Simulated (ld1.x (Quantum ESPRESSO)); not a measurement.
**What one change does to a pseudopotential (ruthenium (Ru), ultrasoft)**

Ru (Z = 44), ultrasoft, made with ld1.x (Quantum ESPRESSO) 7.5 (PBEsol, scalar-relativistic). Core [Kr], reference 4d7.5 5s0.5 5p0. Waves: 5s (bound): rcut 2.65, rcutus 3.00 bohr; 5s channel at 0.05 Ry: rcut 2.65, rcutus 3.00 bohr; 5p (bound, empty): rcut 3.35, rcutus 3.70 bohr; 5p channel at 1.05 Ry: rcut 3.35, rcutus 3.70 bohr; 4d (bound): rcut 1.85, rcutus 2.05 bohr; 4d channel at 0.45 Ry: rcut 1.85, rcutus 2.05 bohr. Local part: all-electron potential smoothed inside 2.70 bohr (lloc = -1). Core correction: none. Augmentation charge: PSQ, radius 1.85 bohr.

Change: core correction a·sin(br)/r model core inside 2.20 bohr.

Cutoffs: the cutoffs (Ry, on a coarse ladder) from which the occupation-weighted sum of valence levels, in a spherical-Bessel basis at the reference potential, stays within 10 and 1 mRy of its value at 400 Ry; they do not see the model core or the augmentation charge, which bear on the density cutoff. Errors are all-electron minus pseudo energies relative to the spin-unpolarised reference configuration.

Question: Predict the effect on cutoff, ghosts and configuration errors.

Answer: The potential gets neither clearly harder nor softer (25 Ry and 40 Ry → 25 Ry and 40 Ry); of the 7 tests that both files solve, the error grows in 5 and shrinks in 2 by more than 15 % and 0.3 meV (median size 4.7 → 7.1 meV); neither file shows a bound ghost. A model core, the more so a compact one, raises the density cutoff, which this test does not measure.

| quantity | base | changed |
| --- | --- | --- |
| cutoff, loose | 25 Ry | 25 Ry |
| cutoff, tight | 40 Ry | 40 Ry |
| bound ghosts | none | none |
| error for 4d7 5s1 5p0, meV [ΔE 0.31 eV] | +4.7 | +1.7 |
| error for 4d7 5s0 5p0, meV [ΔE 7.61 eV] | -0.6 | -11 |
| error for 4d6 5s0 5p0, meV [ΔE 25.80 eV] | +8.1 | -66 |
| error for 4d8 5s0 5p0, meV [ΔE -0.02 eV] | +0.9 | -1.5 |
| error for 4d7 5s0 5p1, meV [ΔE 3.83 eV] | -2.0 | -7.1 |
| error for 4d6 5s1 5p1, meV [ΔE 5.99 eV] | +41 | +7.0 |
| error for 4d5 5s0 5p0, meV [ΔE 56.41 eV] | +62 | -171 |
| s: phases at 3.99 bohr within 0.05 rad from the reference energy up to (Ry; the scan ends near 5) | 1.5 | 1.5 |
| p: phases at 3.99 bohr within 0.05 rad from the reference energy up to (Ry; the scan ends near 5) | 2.0 | 2.0 |
| d: phases at 3.99 bohr within 0.05 rad from the reference energy up to (Ry; the scan ends near 5) | 3.5 | 3.5 |
| lowest overlap eigenvalue by channel | s 0.36, p 0.55, d 1.00 | s 0.36, p 0.55, d 1.00 |
